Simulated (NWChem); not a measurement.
The numbers come from NWChem runs, not from measurements. System: F₂Si (+1), charge 1, spin multiplicity 2, at a geometry optimised with UPBE/def2-SVP. The structure started from a generated list of species. Its SCF solution wasn't tested for a lower state. Level: UHF/def2-TZVP.

NWChem printed:

```
             Northwest Computational Chemistry Package (NWChem) 7.3.0
             --------------------------------------------------------

                                NWChem Input Module
                                -------------------

 Scaling coordinates for geometry "geometry" by  1.889725989
 (inverse scale =  0.529177249)

 Turning off AUTOSYM since
 SYMMETRY directive was detected!

                             Geometry "geometry" -> ""
                             -------------------------

 Output coordinates in angstroms (scale by  1.889725989 to convert to a.u.)

  No.       Tag          Charge          X              Y              Z
 ---- ---------------- ---------- -------------- -------------- --------------
    1 F                    9.0000     1.37391500     0.00000000     0.34537700
    2 Si                  14.0000     0.00000000     0.00000000    -0.44405600
    3 F                    9.0000    -1.37391500     0.00000000     0.34537700

 Effective nuclear repulsion energy (a.u.)      99.7562448612

            Nuclear Dipole moment (a.u.)
            ----------------------------
        X                 Y               Z
 ---------------- ---------------- ----------------
     0.0000000000     0.0000000000     0.0000037795

      Symmetry information
      --------------------

 Group name             C2v
 Group number             16
 Group order               4
 No. of unique centers     2

      Symmetry unique atoms

     1    2


 Summary of "ao basis" -> "" (spherical)
 ------------------------------------------------------------------------------
       Tag                 Description            Shells   Functions and Types
 ---------------- ------------------------------  ------  ---------------------
 *                         def2-tzvp                  on all atoms

 Summary of "ao basis" -> "ao basis" (spherical)
 ------------------------------------------------------------------------------
       Tag                 Description            Shells   Functions and Types
 ---------------- ------------------------------  ------  ---------------------
 F                         def2-tzvp                11       31   5s3p2d1f
 Si                        def2-tzvp                13       37   5s5p2d1f

                                 NWChem SCF Module
                                 -----------------

  ao basis        = "ao basis"
  functions       =    99
  atoms           =     3
[...]
   Bfn.  Coefficient  Atom+Function         Bfn.  Coefficient  Atom+Function
  ----- ------------  ---------------      ----- ------------  ---------------
    36      0.732845  2 Si s                 35      0.417129  2 Si s
    34     -0.280945  2 Si s                 48     -0.197155  2 Si pz

 Vector   17  Occ=0.000000D+00  E=-1.941930D-01  Symmetry=b2
              MO Center=  6.5D-15,  7.4D-14, -5.5D-01, r^2= 3.0D+00
   Bfn.  Coefficient  Atom+Function         Bfn.  Coefficient  Atom+Function
  ----- ------------  ---------------      ----- ------------  ---------------
    50      0.605009  2 Si py                47      0.487294  2 Si py
    13     -0.156424  1 F  py                81     -0.156424  3 F  py

 Vector   18  Occ=0.000000D+00  E=-9.634590D-02  Symmetry=a1
              MO Center=  8.0D-14, -1.9D-15, -1.5D-01, r^2= 4.0D+00
   Bfn.  Coefficient  Atom+Function         Bfn.  Coefficient  Atom+Function
  ----- ------------  ---------------      ----- ------------  ---------------
    51      0.892578  2 Si pz                36      0.585188  2 Si s
     5     -0.314782  1 F  s                 73     -0.314782  3 F  s
    48      0.250847  2 Si pz                61     -0.155849  2 Si d  2

 center of mass
 --------------
 x =   0.00000000 y =   0.00000000 z =   0.02004758

 moments of inertia (a.u.)
 ------------------
          35.859502964962           0.000000000000           0.000000000000
           0.000000000000         291.991847318672           0.000000000000
           0.000000000000           0.000000000000         256.132344353711

  Mulliken analysis of the total density
  --------------------------------------

    Atom       Charge   Shell Charges
 -----------   ------   -------------------------------------------------------
    1 F    9     9.22   0.77  1.20  0.60  1.02  0.32  2.22  2.29  0.79  0.00  0.01  0.00
    2 Si  14    12.56   2.00  0.59  1.39  0.86  0.22  4.11  1.74  0.45  0.65  0.04  0.23  0.17  0.11
    3 F    9     9.22   0.77  1.20  0.60  1.02  0.32  2.22  2.29  0.79  0.00  0.01  0.00

  Mulliken analysis of the alpha density
  --------------------------------------

    Atom       Charge   Shell Charges
 -----------   ------   -------------------------------------------------------
    1 F    9     4.65   0.39  0.60  0.30  0.51  0.16  1.13  1.16  0.39  0.00  0.01  0.00
    2 Si  14     6.71   1.00  0.30  0.69  0.60  0.20  2.06  0.86  0.25  0.44  0.03  0.12  0.09  0.05
    3 F    9     4.65   0.39  0.60  0.30  0.51  0.16  1.13  1.16  0.39  0.00  0.01  0.00

   Mulliken analysis of the beta density
   -------------------------------------

    Atom       Charge   Shell Charges
 -----------   ------   -------------------------------------------------------
    1 F    9     4.58   0.39  0.60  0.30  0.51  0.16  1.08  1.13  0.40  0.00  0.01  0.00
    2 Si  14     5.85   1.00  0.29  0.70  0.26  0.02  2.05  0.87  0.19  0.22  0.01  0.11  0.07  0.06
    3 F    9     4.58   0.39  0.60  0.30  0.51  0.16  1.08  1.13  0.40  0.00  0.01  0.00

   Mulliken analysis of the spin density
   -------------------------------------

    Atom       Charge   Shell Charges
 -----------   ------   -------------------------------------------------------
    1 F    9     0.07   0.00 -0.00  0.00  0.00 -0.00  0.05  0.03 -0.02  0.00 -0.00  0.00
    2 Si  14     0.86   0.00  0.01 -0.01  0.34  0.18  0.01 -0.01  0.06  0.22  0.02  0.02  0.02 -0.00
    3 F    9     0.07   0.00 -0.00  0.00  0.00 -0.00  0.05  0.03 -0.02  0.00 -0.00  0.00

       Multipole analysis of the density wrt the origin
       ------------------------------------------------

     L   x y z        total         alpha         beta         nuclear
     -   - - -        -----         -----         ----         -------
     0   0 0 0      1.000000    -16.000000    -15.000000     32.000000

     1   1 0 0     -0.000000      0.000000     -0.000000      0.000000
     1   0 1 0     -0.000000     -0.000000      0.000000      0.000000
     1   0 0 1     -1.350453      0.246893     -1.597350      0.000004

     2   2 0 0    -15.431663    -69.305154    -67.462574    121.336065
     2   1 1 0     -0.000000     -0.000000      0.000000      0.000000
     2   1 0 1      0.000000      0.000000     -0.000000      0.000000
     2   0 2 0    -11.577640     -6.529584     -5.048056      0.000000
     2   0 1 1      0.000000      0.000000      0.000000      0.000000
     2   0 0 2    -12.157053    -17.430782    -12.252109     17.525838

 Task  times  cpu:        1.1s     wall:        1.1s

 Total times  cpu:        1.2s     wall:        1.2s
```

Task: Write an NWChem input that would produce this output.

Result: Several could match; the one computed here: 
```
start mol
memory heap 200 mb stack 900 mb global 1100 mb
charge 1
geometry units angstroms nocenter noautoz
  F      1.373915     0.000000     0.345377
  Si     0.000000     0.000000    -0.444056
  F     -1.373915     0.000000     0.345377
  symmetry group C2v
end
basis spherical
  * library def2-tzvp
end
scf
  uhf
  nopen 1
  maxiter 100
  thresh 1e-7
  semidirect memsize 60000000 filesize 0
  # guess.movecs holds the orbitals of an unrestricted PBE0 run
  vectors input guess.movecs output mol.movecs
end
task scf energy
```
